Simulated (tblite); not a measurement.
A geometry optimisation, step by step.

Compound: C₇H₁₁FSi₂.
Numbering: `[CH3:1][C:2]#[C:3][SiH2:4][C:5]#[C:6][C@@H:7]([F:8])[SiH2:9][CH3:10]` (hydrogens: H11, H12, H13 on C1; H14, H15 on Si4; H16 on C7; H17, H18 on Si9; H19, H20, H21 on C10)

Computed with GFN2-xTB (tblite), gas phase: L-BFGS steps from a force-field or distance-geometry start until the largest atomic force falls under 0.01 eV/Å. 4 of its 120 geometries are shown.

Step 0: E = -779.2291 eV, largest atomic force 3.669 eV/Å
```
atom  x, y, z in Å  |  force x, y, z in eV/Å
C1      4.243   -1.377    1.216   -0.815   0.228  -0.223
C2      3.314   -1.113    0.095    2.295  -0.673   2.782
C3      2.576   -0.910   -0.805   -2.319   0.688  -2.634
Si4     1.386   -0.569   -2.238    0.150  -0.197   0.404
C5     -0.198    0.231   -1.622    0.726  -0.393  -0.178
C6     -1.220    0.739   -1.243   -0.332   0.611   0.317
C7     -2.466    1.356   -0.775    1.342  -0.263  -0.775
F8     -3.488    0.570   -1.204   -1.174  -0.573  -0.440
Si9    -2.604    1.518    1.079   -0.221   1.345   1.646
C10    -2.532   -0.116    1.948    0.152  -0.788   0.455
H11     5.114   -0.733    1.149    0.044   0.078  -0.097
H12     3.741   -1.183    2.178    0.066   0.018  -0.370
H13     4.566   -2.413    1.222   -0.008  -0.095  -0.169
H14     1.069   -1.853   -2.920   -0.007   0.237   0.261
H15     2.041    0.319   -3.222   -0.070   0.018   0.203
H16    -2.600    2.333   -1.230    0.037   0.259  -0.358
H17    -3.887    2.198    1.445    0.290  -0.206  -0.332
H18    -1.531    2.397    1.606   -0.079  -0.124  -0.285
H19    -3.329   -0.776    1.611    0.078  -0.060   0.084
H20    -2.626    0.011    3.032   -0.017  -0.054  -0.328
H21    -1.577   -0.610    1.759   -0.140  -0.058   0.036
```

Step 40: E = -779.5004 eV, largest atomic force 0.037 eV/Å
```
atom  x, y, z in Å  |  force x, y, z in eV/Å
C1      4.195   -1.359    1.211   -0.002   0.000   0.001
C2      3.266   -1.098    0.133    0.005  -0.003   0.010
C3      2.489   -0.881   -0.762    0.030  -0.008   0.020
Si4     1.355   -0.576   -2.186    0.014  -0.003   0.016
C5     -0.190    0.198   -1.534   -0.033   0.009  -0.011
C6     -1.215    0.742   -1.205   -0.005   0.021   0.000
C7     -2.451    1.352   -0.784   -0.021   0.004   0.010
F8     -3.536    0.561   -1.178   -0.012  -0.004  -0.010
Si9    -2.562    1.572    1.137    0.015  -0.006   0.003
C10    -2.468   -0.152    1.909    0.003  -0.011   0.005
H11     5.071   -0.715    1.115   -0.020  -0.004  -0.004
H12     3.719   -1.167    2.173    0.000  -0.001  -0.016
H13     4.520   -2.400    1.179   -0.010   0.014   0.001
H14     1.018   -1.852   -2.827   -0.010  -0.025  -0.005
H15     1.991    0.362   -3.120    0.019   0.014  -0.015
H16    -2.585    2.306   -1.308    0.007   0.001   0.008
H17    -3.845    2.232    1.406    0.007  -0.016  -0.013
H18    -1.436    2.426    1.525    0.012   0.012  -0.002
H19    -3.257   -0.795    1.526   -0.009   0.003   0.003
H20    -2.570   -0.105    2.989   -0.001  -0.006   0.004
H21    -1.518   -0.632    1.683    0.012   0.011  -0.007
```

Step 79: E = -779.5050 eV, largest atomic force 0.056 eV/Å
```
atom  x, y, z in Å  |  force x, y, z in eV/Å
C1      4.098   -1.323    1.265   -0.005   0.002  -0.007
C2      3.173   -1.075    0.181    0.010  -0.003   0.007
C3      2.405   -0.869   -0.724   -0.009  -0.007  -0.025
Si4     1.308   -0.599   -2.184   -0.040   0.019   0.034
C5     -0.236    0.237   -1.603    0.007  -0.014   0.012
C6     -1.249    0.792   -1.256   -0.010  -0.005  -0.004
C7     -2.472    1.400   -0.794    0.008  -0.015  -0.018
F8     -3.573    0.636   -1.195    0.002   0.002   0.006
Si9    -2.504    1.540    1.137   -0.006   0.041   0.003
C10    -2.319   -0.203    1.850    0.008   0.016  -0.005
H11     4.970   -0.676    1.161   -0.002  -0.004   0.015
H12     3.621   -1.123    2.224   -0.001   0.001  -0.005
H13     4.425   -2.363    1.240    0.002   0.006   0.015
H14     0.946   -1.897   -2.767    0.001  -0.010  -0.010
H15     1.994    0.280   -3.138    0.015   0.014  -0.034
H16    -2.607    2.377   -1.274    0.008  -0.002   0.003
H17    -3.786    2.161    1.489    0.018  -0.022  -0.008
H18    -1.373    2.407    1.486   -0.013   0.005   0.019
H19    -3.102   -0.865    1.490   -0.010   0.004  -0.011
H20    -2.366   -0.189    2.934    0.002  -0.007   0.017
H21    -1.364   -0.634    1.560    0.014  -0.022  -0.002
```

Step 119: E = -779.5118 eV, largest atomic force 0.009 eV/Å
```
atom  x, y, z in Å  |  force x, y, z in eV/Å
C1      3.866   -1.233    1.357    0.005  -0.001   0.002
C2      3.016   -1.047    0.201   -0.001  -0.002  -0.004
C3      2.311   -0.892   -0.763    0.001  -0.004   0.002
Si4     1.240   -0.669   -2.252   -0.005   0.001   0.000
C5     -0.269    0.230   -1.677   -0.003   0.007   0.004
C6     -1.242    0.825   -1.287    0.000  -0.007  -0.002
C7     -2.423    1.468   -0.768    0.001   0.001   0.003
F8     -3.570    0.780   -1.178    0.003   0.001  -0.002
Si9    -2.411    1.498    1.170    0.001  -0.002  -0.003
C10    -2.046   -0.263    1.760   -0.002   0.003   0.001
H11     4.736   -0.580    1.288    0.000   0.008   0.002
H12     3.316   -0.997    2.268   -0.002   0.002  -0.002
H13     4.206   -2.267    1.407   -0.004  -0.006   0.002
H14     0.846   -1.982   -2.777   -0.003  -0.001   0.000
H15     1.951    0.140   -3.251   -0.001   0.008  -0.002
H16    -2.521    2.475   -1.190    0.001   0.000  -0.005
H17    -3.739    1.965    1.578    0.002  -0.002  -0.001
H18    -1.365    2.448    1.564    0.004  -0.003  -0.004
H19    -2.826   -0.950    1.442    0.003  -0.001  -0.001
H20    -1.982   -0.312    2.843    0.000  -0.003   0.001
H21    -1.105   -0.620    1.349    0.001   0.002   0.008
```

Task: Summarise the path.

Result: The energy falls by 0.2827 eV from step 0 to step 119; nine tenths of that is first reached at step 10. It rises by more than 0.2 meV at step 1. The largest force goes from 3.669 to 0.009 eV/Å. Among the bonds C7–Si9 changes most, from 1.867 to 1.938 Å; the atoms move by 0.375 Å rms after alignment.

Task: Follow the three bonds and two angles with the largest change from start to end.

Result: 
```json
{"step": "0", "E above end (eV)": "0.2827", "largest force (eV/Å)": "3.669", "C7–Si9 (Å)": "1.867", "C3–Si4 (Å)": "1.893", "C7–F8 (Å)": "1.358", "H17–Si9–H18 (°)": "105.3", "C7–Si9–C10 (°)": "112.7"}
{"step": "5", "E above end (eV)": "0.0627", "largest force (eV/Å)": "0.373", "C7–Si9 (Å)": "1.946", "C3–Si4 (Å)": "1.861", "C7–F8 (Å)": "1.403", "H17–Si9–H18 (°)": "109.7", "C7–Si9–C10 (°)": "109.4"}
{"step": "10", "E above end (eV)": "0.0246", "largest force (eV/Å)": "0.198", "C7–Si9 (Å)": "1.941", "C3–Si4 (Å)": "1.849", "C7–F8 (Å)": "1.399", "H17–Si9–H18 (°)": "111.3", "C7–Si9–C10 (°)": "109.3"}
{"step": "16", "E above end (eV)": "0.0164", "largest force (eV/Å)": "0.043", "C7–Si9 (Å)": "1.939", "C3–Si4 (Å)": "1.845", "C7–F8 (Å)": "1.400", "H17–Si9–H18 (°)": "111.1", "C7–Si9–C10 (°)": "109.7"}
{"step": "21", "E above end (eV)": "0.0152", "largest force (eV/Å)": "0.026", "C7–Si9 (Å)": "1.936", "C3–Si4 (Å)": "1.846", "C7–F8 (Å)": "1.399", "H17–Si9–H18 (°)": "111.4", "C7–Si9–C10 (°)": "109.2"}
{"step": "26", "E above end (eV)": "0.0146", "largest force (eV/Å)": "0.029", "C7–Si9 (Å)": "1.936", "C3–Si4 (Å)": "1.845", "C7–F8 (Å)": "1.399", "H17–Si9–H18 (°)": "111.6", "C7–Si9–C10 (°)": "109.1"}
{"step": "31", "E above end (eV)": "0.0138", "largest force (eV/Å)": "0.023", "C7–Si9 (Å)": "1.937", "C3–Si4 (Å)": "1.846", "C7–F8 (Å)": "1.399", "H17–Si9–H18 (°)": "111.4", "C7–Si9–C10 (°)": "108.8"}
{"step": "36", "E above end (eV)": "0.0126", "largest force (eV/Å)": "0.052", "C7–Si9 (Å)": "1.937", "C3–Si4 (Å)": "1.847", "C7–F8 (Å)": "1.400", "H17–Si9–H18 (°)": "111.3", "C7–Si9–C10 (°)": "108.0"}
{"step": "41", "E above end (eV)": "0.0113", "largest force (eV/Å)": "0.032", "C7–Si9 (Å)": "1.936", "C3–Si4 (Å)": "1.845", "C7–F8 (Å)": "1.399", "H17–Si9–H18 (°)": "111.1", "C7–Si9–C10 (°)": "107.2"}
{"step": "47", "E above end (eV)": "0.0107", "largest force (eV/Å)": "0.020", "C7–Si9 (Å)": "1.937", "C3–Si4 (Å)": "1.846", "C7–F8 (Å)": "1.399", "H17–Si9–H18 (°)": "111.2", "C7–Si9–C10 (°)": "107.0"}
{"step": "52", "E above end (eV)": "0.0103", "largest force (eV/Å)": "0.018", "C7–Si9 (Å)": "1.937", "C3–Si4 (Å)": "1.846", "C7–F8 (Å)": "1.399", "H17–Si9–H18 (°)": "111.4", "C7–Si9–C10 (°)": "106.9"}
{"step": "57", "E above end (eV)": "0.0099", "largest force (eV/Å)": "0.024", "C7–Si9 (Å)": "1.937", "C3–Si4 (Å)": "1.847", "C7–F8 (Å)": "1.399", "H17–Si9–H18 (°)": "111.4", "C7–Si9–C10 (°)": "107.1"}
{"step": "62", "E above end (eV)": "0.0092", "largest force (eV/Å)": "0.023", "C7–Si9 (Å)": "1.936", "C3–Si4 (Å)": "1.846", "C7–F8 (Å)": "1.399", "H17–Si9–H18 (°)": "111.3", "C7–Si9–C10 (°)": "107.3"}
{"step": "67", "E above end (eV)": "0.0086", "largest force (eV/Å)": "0.022", "C7–Si9 (Å)": "1.938", "C3–Si4 (Å)": "1.847", "C7–F8 (Å)": "1.399", "H17–Si9–H18 (°)": "111.5", "C7–Si9–C10 (°)": "107.5"}
{"step": "72", "E above end (eV)": "0.0080", "largest force (eV/Å)": "0.019", "C7–Si9 (Å)": "1.938", "C3–Si4 (Å)": "1.846", "C7–F8 (Å)": "1.399", "H17–Si9–H18 (°)": "111.5", "C7–Si9–C10 (°)": "107.7"}
{"step": "78", "E above end (eV)": "0.0071", "largest force (eV/Å)": "0.046", "C7–Si9 (Å)": "1.937", "C3–Si4 (Å)": "1.846", "C7–F8 (Å)": "1.399", "H17–Si9–H18 (°)": "111.5", "C7–Si9–C10 (°)": "107.9"}
{"step": "83", "E above end (eV)": "0.0060", "largest force (eV/Å)": "0.056", "C7–Si9 (Å)": "1.937", "C3–Si4 (Å)": "1.847", "C7–F8 (Å)": "1.398", "H17–Si9–H18 (°)": "111.5", "C7–Si9–C10 (°)": "107.7"}
{"step": "88", "E above end (eV)": "0.0035", "largest force (eV/Å)": "0.046", "C7–Si9 (Å)": "1.938", "C3–Si4 (Å)": "1.847", "C7–F8 (Å)": "1.399", "H17–Si9–H18 (°)": "111.2", "C7–Si9–C10 (°)": "107.9"}
{"step": "93", "E above end (eV)": "0.0020", "largest force (eV/Å)": "0.034", "C7–Si9 (Å)": "1.938", "C3–Si4 (Å)": "1.847", "C7–F8 (Å)": "1.398", "H17–Si9–H18 (°)": "111.0", "C7–Si9–C10 (°)": "107.9"}
{"step": "98", "E above end (eV)": "0.0010", "largest force (eV/Å)": "0.025", "C7–Si9 (Å)": "1.938", "C3–Si4 (Å)": "1.847", "C7–F8 (Å)": "1.399", "H17–Si9–H18 (°)": "111.5", "C7–Si9–C10 (°)": "107.7"}
{"step": "103", "E above end (eV)": "0.0007", "largest force (eV/Å)": "0.017", "C7–Si9 (Å)": "1.938", "C3–Si4 (Å)": "1.847", "C7–F8 (Å)": "1.398", "H17–Si9–H18 (°)": "111.6", "C7–Si9–C10 (°)": "107.5"}
{"step": "109", "E above end (eV)": "0.0003", "largest force (eV/Å)": "0.030", "C7–Si9 (Å)": "1.938", "C3–Si4 (Å)": "1.847", "C7–F8 (Å)": "1.398", "H17–Si9–H18 (°)": "111.7", "C7–Si9–C10 (°)": "107.5"}
{"step": "114", "E above end (eV)": "0.0001", "largest force (eV/Å)": "0.011", "C7–Si9 (Å)": "1.938", "C3–Si4 (Å)": "1.847", "C7–F8 (Å)": "1.399", "H17–Si9–H18 (°)": "111.6", "C7–Si9–C10 (°)": "107.3"}
{"step": "119", "E above end (eV)": "0.0000", "largest force (eV/Å)": "0.009", "C7–Si9 (Å)": "1.938", "C3–Si4 (Å)": "1.847", "C7–F8 (Å)": "1.399", "H17–Si9–H18 (°)": "111.4", "C7–Si9–C10 (°)": "107.4"}
```

What follows is the cost of the whole relaxation. Hardware: one thread, Arm Neoverse V2 (aarch64), shared host with 96 logical CPUs at a one-minute load of 59. Cost: 1.1 s.
